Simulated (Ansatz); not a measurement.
`[F][Al-]([F])([F])[SH2+]`. Charge 0, multiplicity 1. The geometry is a stationary point of PBE0-D4/def2-TZVP. It is one conformer, not always the lowest.

```xyz
7

F    -1.117   -1.465    0.010
Al   -0.719   -0.035   -0.713
F    -1.700    1.257   -0.419
F     0.079   -0.116   -2.153
S     1.172    0.612    0.718
H     1.753   -0.601    0.687
H     0.531    0.349    1.871
```

Question: What is the dipole moment at ωB97M-V/def2-TZVPP? (Estimate.)

Answer: Computed: 4.79 D, with components (3.43, 0.26, 3.33) D in this frame, pointing from negative to positive charge.

Question: And with PBE, r2SCAN, B3LYP? (Best estimate.)

Answer: The calculation gave: PBE 4.75 D, r2SCAN 4.81 D, B3LYP 4.81 D.

Question: Give the Mulliken charges with ωB97M-V, B3LYP, r2SCAN in def2-TZVPP. (An estimate is asked.)

Answer: The calculation gave: 
```csv
atom,ωB97M-V,B3LYP,r2SCAN
F1,-0.37,-0.38,-0.38
Al2,0.80,0.85,0.84
F3,-0.36,-0.37,-0.37
F4,-0.36,-0.37,-0.37
S5,-0.05,-0.03,-0.01
H6,0.17,0.16,0.15
H7,0.17,0.16,0.15
```

B3LYP here is the variant with VWN-RPA as its local correlation; programs differ in this.
